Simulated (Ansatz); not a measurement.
Zn(SeH)2 (H₂Se₂Zn), SMILES [Zn]([SeH])[SeH].

Coordinates come from a B3LYP-D3(BJ)/def2-SVP optimisation. The structure was generated by enumeration; whether it is a known compound was not checked. The values are those of a single conformer.

Two levels are set side by side: PBE/def2-SVPD (Ansatz, an electronic-structure program) and PBE0/def2-SVPD (Ansatz). Energy differences of separate SCF runs at the same geometry; the states with an electron removed or added have multiplicity 2 and 2. Differences are taken from unrounded values.

```csv
quantity,PBE0
vertical ionisation energy (eV),9.03
vertical singlet–triplet gap (eV),4.33
```

Question: What does PBE give, and how far is it from PBE0? (Estimate from the structure and the level; the computed values follow.)

Answer: 
```json
[
 {"quantity": "vertical ionisation energy (eV)", "PBE": "8.68", "PBE minus PBE0": "-0.35"},
 {"quantity": "vertical singlet–triplet gap (eV)", "PBE": "3.88", "PBE minus PBE0": "-0.45"}
]
```
